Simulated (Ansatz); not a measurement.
The cluster PdSe₂. Charge 0, multiplicity 3. Geometry PBE0-D4/def2-TZVPD, that of the charge -1 doublet.

```tsv
atom	x (Å)	y (Å)	z (Å)
Pd1	-0.605	-1.016	-0.754
Se2	0.931	-0.321	0.989
Se3	-0.326	1.337	-0.235
```

In the def2 sets Pd takes a core potential; there is no spin–orbit coupling. Another isomer (doublet) lies 0.38 eV lower at r2SCAN-D4/def2-TZVPD.

Estimate the α-spin orbital energies around the gap (eV) in Ansatz with PBE-D4/def2-TZVPD, r2SCAN-D4/def2-TZVPD, PBE0-D4/def2-TZVPD.


| orbital | PBE-D4/def2-TZVPD | r2SCAN-D4/def2-TZVPD | PBE0-D4/def2-TZVPD |
| --- | --- | --- | --- |
| HOMO−5 | -6.72 | -7.02 | -8.22 |
| HOMO−4 | -6.29 | -6.51 | -7.72 |
| HOMO−3 | -5.87 | -6.11 | -7.30 |
| HOMO−2 | -5.87 | -6.09 | -7.25 |
| HOMO−1 | -5.28 | -5.55 | -6.52 |
| HOMO | -4.87 | -5.08 | -5.91 |
| LUMO | -3.06 | -2.80 | -2.14 |
| LUMO+1 | -2.78 | -2.65 | -1.96 |
| LUMO+2 | -0.31 | 0.06 | 0.34 |
| LUMO+3 | 0.02 | 0.46 | 0.49 |
| LUMO+4 | 0.04 | 0.62 | 0.51 |
| LUMO+5 | 0.75 | 1.29 | 1.17 |
| β HOMO | -5.49 | -5.61 | -6.58 |
| β LUMO | -4.49 | -4.43 | -3.78 |
